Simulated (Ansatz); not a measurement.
Cost and result for the atomization energy of C₂H₃FGe, SMILES `F[C]1=[CH][GeH2]1` (7 atoms, 7 bonds).

The species carries charge 0 and has multiplicity 1. Correlated methods include outer-core shells of Ge, which these sets cover unevenly. Scalar relativity is left out up to krypton. All single points use the PBE0-D4/def2-TZVP geometry. Program: Ansatz. All runs use 2 threads of an Intel Xeon Platinum 8488C on a shared host. Times are those of one run each, without the atoms' runs, and a repeat can differ threefold. Electronic energies, without spin–orbit coupling; frozen cores. CCSD(T)/CBS adds CCSD(T) − MP2 in def2-TZVPP to the MP2 limit, and its time is that of the two runs behind it. T1 = 0.014. With those shells the extrapolation isn't a true limit. B3LYP takes the VWN-RPA correlation (the form of Gaussian; ORCA's B3LYP/G).

CCSD(T)/CBS is a level of theory with its own doubt, some kJ/mol a heavy atom from the limit and from the frozen cores, so smaller differences don't rank the functionals.

| level | functions | wall time | atomization (kJ/mol) | difference from CCSD(T)/CBS | per bond |
| --- | --- | --- | --- | --- | --- |
| revPBE-D4/def2-TZVPP | 183 | 1.4 s | 2459.0 | 7.2 | 1.0 |
| PBE-D4/def2-TZVPP (with forces) | 183 | 1.8 s | 2541.5 | 89.7 | 12.8 |
| CCSD(T)/def2-SVP | 89 | 2.1 s | 2311.2 | -140.6 | -20.1 |
| PBE0-D4/def2-TZVPP | 183 | 2.1 s | 2466.7 | 14.9 | 2.1 |
| CAM-B3LYP-D4/def2-TZVPP | 183 | 2.5 s | 2446.6 | -5.2 | -0.7 |
| B3LYP-D4/def2-TZVPP (with forces) | 183 | 2.8 s | 2432.9 | -18.9 | -2.7 |
| r2SCANh-D4/def2-TZVPP | 183 | 3.3 s | 2444.2 | -7.6 | -1.1 |
| PBE-QIDH/def2-TZVPP | 183 | 3.8 s | 2443.3 | -8.5 | -1.2 |
| B2PLYP/def2-TZVPP | 183 | 4 s | 2419.2 | -32.6 | -4.7 |
| ωB97M-V/def2-TZVPP (with forces) | 183 | 7 s | 2444.7 | -7.1 | -1.0 |
| MP2/def2-QZVPP | 350 | 15 s | 2488.6 | 36.8 | 5.3 |
| CCSD(T)/def2-TZVPP | 183 | 21 s | 2389.5 | -62.3 | -8.9 |
| CCSD(T)/CBS(def2) | – | 36 s | 2451.8 | 0.0 | 0.0 |

At CCSD(T), def2-SVP lies −140.6 kJ/mol from the extrapolated value and def2-TZVPP −62.3 kJ/mol: correlation converges slowly with the basis, and small sets miss more of it in the bonded molecule than in its fragments. From PBE to PBE0 (25 % exact exchange), in def2-TZVPP and without D4, the atomization energy moves by −72.7 kJ/mol: exact exchange takes away binding that semilocal exchange gives to molecules. Leaving LDA and LC-ωPBE aside and taking each functional with its dispersion term where it has one, the values, not all of them listed here, spread over 213.4 kJ/mol, from BHLYP-D4 to PBE-D4. LDA lies +380.4 kJ/mol from PBE without D4, its usual overbinding.
